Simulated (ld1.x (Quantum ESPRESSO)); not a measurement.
**Reading a pseudo-wave (N)**

Columns: radius, all-electron u(r) and pseudo u(r) of the 2p shell (level -37.56 eV) of nitrogen in the configuration [He] 2s2 2p1; BLYP, scalar-relativistic, TM scheme, ld1.x (Quantum ESPRESSO) 7.5.

| r (bohr) | all-electron | pseudo |
| --- | --- | --- |
| 0.060 | 0.0381 | 0.0182 |
| 0.120 | 0.1251 | 0.0713 |
| 0.180 | 0.2334 | 0.1543 |
| 0.240 | 0.3467 | 0.2597 |
| 0.300 | 0.4557 | 0.3780 |
| 0.360 | 0.5550 | 0.4989 |
| 0.420 | 0.6420 | 0.6129 |
| 0.480 | 0.7155 | 0.7124 |
| 0.540 | 0.7757 | 0.7924 |
| 0.600 | 0.8234 | 0.8513 |
| 0.660 | 0.8592 | 0.8901 |
| 0.720 | 0.8840 | 0.9116 |
| 0.780 | 0.8987 | 0.9197 |
| 0.840 | 0.9045 | 0.9180 |
| 0.900 | 0.9024 | 0.9097 |
| 0.960 | 0.8937 | 0.8968 |
| 1.020 | 0.8793 | 0.8803 |
| 1.080 | 0.8604 | 0.8605 |
| 1.140 | 0.8377 | 0.8377 |
| 1.200 | 0.8121 | 0.8121 |
| 1.260 | 0.7842 | 0.7842 |
| 1.320 | 0.7547 | 0.7547 |
| 1.380 | 0.7241 | 0.7241 |
| 1.440 | 0.6927 | 0.6927 |
| 1.500 | 0.6611 | 0.6611 |
| 1.560 | 0.6295 | 0.6295 |

Question: How many radial nodes do the two functions have?

Answer: The all-electron 2p function has n − l − 1 = 0; the pseudo-wave has 0.

Question: At about which radius was the pseudo-wave matched?

Answer: 1.20 bohr. The columns agree to 0.0005 from 1.08 bohr on; several derivatives are matched, so the curves merge somewhat inside the radius.

Question: Is the pseudo-wave norm-conserving?

Answer: Yes: the TM scheme keeps the norm inside the radius equal to the all-electron one, which fixes the energy derivative of the logarithmic derivative at the level.
